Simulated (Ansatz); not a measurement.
`[CH3][SnH2][GeH3]` + `BS` → `B[S][GeH3]` + `[CH3][SnH3]`  (cleavage of the Ge–Sn bond)

Program: Ansatz. Geometries: PBE0-D4/def2-TZVP. ΔE: electronic, gas phase. CCSD(T)/CBS adds triple-zeta CCSD(T) − MP2 to the extrapolated MP2 energy (def2 sets, frozen cores). This one scheme is used for every species. Functionals use def2-TZVPP. B3LYP here is the variant with VWN-RPA as its local correlation; programs differ in this. def2 core potentials past Kr. For Ge, Sn outer-core shells are correlated without core-valence functions, which leaves a few kJ/mol of doubt a bond. Scalar relativity is left out up to krypton.

Problem. Is it downhill or uphill in electronic energy at CCSD(T)/CBS, and by how much? (An estimate is asked.)

Solution. The calculation gave: Uphill: ΔE = +11.5 kJ/mol.

Problem. What do these levels give: r2SCAN-D4, B97M-V, r2SCAN0-D4, ωB97M-V, PBE-QIDH, BLYP, B3LYP, BHLYP, LC-ωPBE, CCSD(T)/def2-TZVPP, MP2/def2-QZVPP, SCS-MP2/def2-QZVPP? (Estimate.)

Solution. Ansatz gave: r2SCAN-D4 7.2, B97M-V -6.2, r2SCAN0-D4 7.4, ωB97M-V 6.3, PBE-QIDH 5.8, BLYP 11.8, B3LYP 10.1, BHLYP 6.6, LC-ωPBE 5.5, CCSD(T)/def2-TZVPP 5.2, MP2/def2-QZVPP 8.4, SCS-MP2/def2-QZVPP 5.7 kJ/mol.

Largest T1 diagnostic among the species: 0.015.

Leaving LDA and LC-ωPBE aside and taking each functional with its dispersion term where it has one, the values, not all of them listed here, spread over 16.8 kJ/mol, from B97M-V to PBE-D4. From BLYP to BHLYP (50 % exact exchange), in def2-TZVPP and without D4, ΔE moves by −5.2 kJ/mol.
